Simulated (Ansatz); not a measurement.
`[CH3][Ge]1([CH3])[CH]=CC=[C]1[C]1=CC=[C]([C]2=CC=[CH][Ge]2([CH3])[CH3])[Ge]1([CH3])[CH3]`. Total charge 0; singlet. Geometry PBE-D4/def2-SVP.

```xyz
47

C     1.785    4.605   -0.637
Ge    3.017    3.098   -0.344
C     3.798    2.486   -2.044
C     4.331    3.402    1.077
C     4.074    2.497    2.069
C     2.964    1.559    1.892
C     2.220    1.627    0.728
C     1.111    0.791    0.400
C     0.364    0.859   -0.768
C    -0.736   -0.061   -0.957
C    -1.018   -0.991    0.035
C    -2.066   -1.959   -0.008
C    -2.348   -2.885    0.980
C    -3.464   -3.809    0.774
C    -4.183   -3.721   -0.386
Ge   -3.401   -2.272   -1.446
C    -2.594   -2.860   -3.143
C    -4.608   -0.743   -1.734
Ge    0.314   -0.677    1.467
C    -0.483   -0.072    3.161
C     1.536   -2.194    1.748
H     0.960    4.298   -1.310
H     2.318    5.460   -1.098
H     1.352    4.931    0.328
H     2.997    2.153   -2.734
H     4.483    1.636   -1.861
H     4.365    3.305   -2.530
H     5.150    4.134    1.145
H     4.671    2.446    2.997
H     2.743    0.822    2.685
H     0.590    1.600   -1.556
H    -1.331   -0.008   -1.886
H    -1.758   -2.944    1.912
H    -3.693   -4.551    1.560
H    -5.033   -4.384   -0.604
H    -1.916   -3.716   -2.961
H    -2.009   -2.034   -3.594
H    -3.379   -3.171   -3.860
H    -5.048   -0.423   -0.771
H    -4.049    0.109   -2.169
H    -5.427   -1.019   -2.428
H    -1.063   -0.891    3.630
H     0.307    0.254    3.866
H    -1.163    0.781    2.971
H     2.361   -1.906    2.429
H     0.992   -3.052    2.192
H     1.968   -2.511    0.780
```

Single mean-field runs in def2-SVP, def2-TZVP are fitted with def2-universal-jkfit.

(1) Estimate the orbital energies around the gap (eV) in Ansatz with LDA (SPW92)/def2-TZVP, PBE-D4/def2-TZVP, r2SCAN-D4/def2-TZVP, r2SCANh-D4/def2-TZVP, PBE0-D4/def2-SVP.

Answers

(1) 
```
orbital  LDA (SPW92)/def2-TZVP  PBE-D4/def2-TZVP  r2SCAN-D4/def2-TZVP  r2SCANh-D4/def2-TZVP  PBE0-D4/def2-SVP
 HOMO−5                  -7.06             -6.93                -7.19                 -7.66             -8.13
 HOMO−4                  -6.84             -6.62                -6.83                 -7.24             -7.66
 HOMO−3                  -6.45             -6.30                -6.52                 -6.97             -7.48
 HOMO−2                  -5.93             -5.76                -5.97                 -6.39             -6.90
 HOMO−1                  -5.81             -5.60                -5.75                 -6.10             -6.46
   HOMO                  -4.62             -4.41                -4.49                 -4.75             -5.03
   LUMO                  -3.23             -3.01                -2.97                 -2.73             -2.28
 LUMO+1                  -2.15             -1.92                -1.80                 -1.49             -0.97
 LUMO+2                  -1.41             -1.17                -0.99                 -0.65             -0.08
 LUMO+3                  -0.16              0.05                 0.62                  0.86              1.31
 LUMO+4                   0.00              0.21                 0.73                  1.08              1.56
 LUMO+5                   0.11              0.28                 0.86                  1.10              1.61
```
